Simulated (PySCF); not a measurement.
Job file and geometry (Å, from GFN2-xTB) of an NMR shielding run on SMILES N[Si@@H](CCC(N)=O)O[SiH3], C3H12N2O2Si2, GIAO PBE0/pcSseg-1 NMR shielding, non-relativistic, gas phase (PySCF); density fitting, a coarse starting grid and PySCF grid level 2 are the driver's defaults:

```
$ OMP_NUM_THREADS=1 python probes_run.py task.json out

{"job": {"kind": "nmr", "xc": "PBE0", "basis": "pcSseg-1"}, "charge": 0, "multiplicity": 1}
N      3.467504    -0.529100    -0.948076
C      2.240240     0.047455    -0.899689
O      2.087887     1.187320    -0.525383
C      1.118938    -0.854772    -1.376947
C     -0.243574    -0.232363    -1.105296
Si    -0.621070    -0.124734     0.751081
N     -0.895086    -1.750805     1.272537
O     -1.943290     0.813375     0.946974
Si    -2.835482     2.160161     0.918163
H      3.598353    -1.486303    -1.219568
H      4.264362    -0.001731    -0.632480
H      1.263785    -1.019059    -2.450024
H      1.201695    -1.818956    -0.871872
H     -0.259522     0.767817    -1.536268
H     -1.009355    -0.814911    -1.620778
H      0.422036     0.397440     1.618845
H     -1.484578    -2.346597     0.711668
H     -1.107215    -1.900797     2.245988
H     -4.175041     1.702912     1.289319
H     -2.287986     3.099241     1.895181
H     -2.811521     2.721351    -0.432751
```

Question: Write the output of this run.

Answer: 
```
coarse grid: 18248 points
cycle   1  E = -959.5503377318  dE =  1.211e+00  |g| = 1.169e+00  |ddm| = 4.121e+00
cycle   2  E = -958.9184302672  dE =  6.319e-01  |g| = 2.138e+00  |ddm| = 2.999e+00
cycle   3  E = -959.7909957431  dE = -8.726e-01  |g| = 3.227e-01  |ddm| = 2.325e+00
cycle   4  E = -959.8102653177  dE = -1.927e-02  |g| = 1.042e-01  |ddm| = 2.958e-01
cycle   5  E = -959.8120385414  dE = -1.773e-03  |g| = 3.520e-02  |ddm| = 9.296e-02
cycle   6  E = -959.8122816298  dE = -2.431e-04  |g| = 7.375e-03  |ddm| = 3.257e-02
cycle   7  E = -959.8122911033  dE = -9.473e-06  |g| = 2.274e-03  |ddm| = 6.231e-03
final grid: 166344 points
cycle   8  E = -959.8785657570  dE = -1.271e-05  |g| = 1.655e-02  |ddm| = 2.804e-02
cycle   9  E = -959.8784517380  dE =  1.140e-04  |g| = 2.966e-02  |ddm| = 3.229e-02
cycle  10  E = -959.8786157219  dE = -1.640e-04  |g| = 2.927e-03  |ddm| = 2.268e-02
cycle  11  E = -959.8786173535  dE = -1.632e-06  |g| = 4.091e-04  |ddm| = 2.393e-03
cycle  12  E = -959.8786173802  dE = -2.670e-08  |g| = 1.901e-04  |ddm| = 4.966e-04
cycle  13  E = -959.8786173870  dE = -6.770e-09  |g| = 4.466e-05  |ddm| = 1.634e-04
cycle  14  E = -959.8786173873  dE = -3.615e-10  |g| = 1.247e-05  |ddm| = 4.288e-05
converged SCF energy = -959.8786173873

GIAO shielding tensors (ppm)
atom      isotropic    diamagn.    paramagn.     s11        s22        s33       span
  0 N      152.890     321.762    -168.872     55.804    151.035    251.831    196.027
  1 C       13.154     248.968    -235.814    -77.121     19.431     97.151    174.272
  2 O      -87.421     407.153    -494.574   -405.057   -203.521    346.316    751.373
  3 C      157.162     255.654     -98.491    140.036    150.331    181.120     41.084
  4 C      175.639     256.405     -80.766    168.757    174.954    183.206     14.450
  5 Si     372.964     881.372    -508.408    346.954    360.967    410.970     64.016
  6 N      232.528     319.273     -86.744    215.829    219.739    262.017     46.188
  7 O      284.260     401.903    -117.644    235.239    293.458    324.082     88.843
  8 Si     397.264     880.126    -482.862    362.241    362.791    466.761    104.520
  9 H       27.024      31.001      -3.978     22.380     26.004     32.687     10.308
 10 H       27.108      29.289      -2.181     22.394     23.055     35.876     13.482
 11 H       29.310      31.066      -1.756     23.961     28.810     35.158     11.197
 12 H       29.546      34.403      -4.856     24.716     30.733     33.191      8.475
 13 H       30.464      34.707      -4.243     26.159     29.226     36.007      9.848
 14 H       31.365      34.261      -2.896     27.058     29.870     37.167     10.109
 15 H       27.007      32.797      -5.791     23.849     26.114     31.057      7.209
 16 H       31.082      32.614      -1.532     25.005     27.454     40.788     15.783
 17 H       30.915      30.821       0.095     24.346     26.240     42.159     17.813
 18 H       26.596      28.302      -1.706     22.799     24.895     32.095      9.296
 19 H       26.496      29.084      -2.588     23.051     24.739     31.698      8.647
 20 H       26.537      30.013      -3.476     22.792     25.556     31.262      8.470
```

Question: Turn these shieldings into chemical shifts. Shifts are taken against calculated references (same method and geometry level): NH3 for 15N (σ = 267.73 ppm); 13C (σ = 186.93 ppm), 29Si (σ = 349.16 ppm), 1H (σ = 31.72 ppm) against TMS; H2O for 17O (σ = 336.08 ppm).

Answer: Averaging equivalent atoms: N 0: 114.8; N 6: 35.2; C 1: 173.8; C 3: 29.8; C 4: 11.3; O 2: 423.5; O 7: 51.8; Si 5: -23.8; Si 8: -48.1; H 18/19/20: 5.17; H 15: 4.71; H 9: 4.69; H 10: 4.61; H 11: 2.41; H 12: 2.17; H 13: 1.25; H 16/17: 0.72; H 14: 0.35 ppm. Unscaled 17O shifts of doubly bonded oxygen tend to come out too high, by tens of ppm or more. Experimental scales use liquid or dissolved standards, which lie at an offset from isolated NH3 (liquid NH3: subtract about 20 ppm) and H2O (liquid H2O: subtract about 36 ppm).

Size and cost of the density-fitted run: 227 basis functions, 47 s wall time on 1 thread of an Arm Neoverse V2, shared host; peak memory 1.1 GiB.
